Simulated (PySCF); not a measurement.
# A search over the determinants of BeBr

Unrestricted PBE0; PySCF, spin-free X2C with a Gaussian nucleus, basis sets Be x2c-TZVPPall, Br x2c-TZVPPall. Outer shells of the fragments: Be 2s2; Br 3d10 4s2 4p5.

Followed along the bond (rough minima from three points):

| 2Ms+1 | unpaired | ⟨S²⟩ at the start | R at minimum (Å) | Te (eV) |
| --- | --- | --- | --- | --- |
| 2 | σ ↑ | 0.75 | 1.97 | 0.00 |
| 4 | σ ↑, π ↑↑ | 3.75 | none in the scan | ≤ 5.56 |

Solutions found at the starting distance of 2.075 Å, counted from the lowest of them; the search is not exhaustive and high or unbound solutions are not listed, so other states can lie among these:

| 2Ms+1 | unpaired | term | E (eV) | ⟨S²⟩ | ⟨Lz²⟩ | μ (D) |
| --- | --- | --- | --- | --- | --- | --- |
| 2 | σ ↑ | ²Σ⁺ | 0.00 | 0.75 | 0.00 | -1.22 |
| 2 | π ↑ | ²Π | 3.05 | 0.77 | 1.00 | -3.27 |
| 2 | π ↑ | ²Π | 4.84 | 0.75 | 1.01 | 5.22 |
| 4 | σ ↑, π ↑↑ | mixed | 5.68 | 3.75 | 2.01 | 3.92 |
| 4 | σ ↑, π ↑↑ | mixed | 5.89 | 3.75 | 2.01 | 3.99 |
| 4 | σ ↑↑, π ↑ | ⁴Π | 7.15 | 3.75 | 1.00 | 3.45 |
| 4 | σ ↑↑, π ↑ | ⁴Π | 8.10 | 3.75 | 1.01 | 1.06 |
| 4 | σ ↑↑↑ | ⁴Σ⁺ | 9.70 | 3.76 | 0.00 | 1.22 |

A term symbol is given only where ⟨S²⟩ and ⟨Lz²⟩ are close to those of a pure state; real π, δ and φ orbitals otherwise mix terms. A positive dipole means Be(−)Br(+).

Spin–orbit coupling is left out. Counting both spins, an empty level lies below a filled one in some of these solutions, because spin and occupation are held.
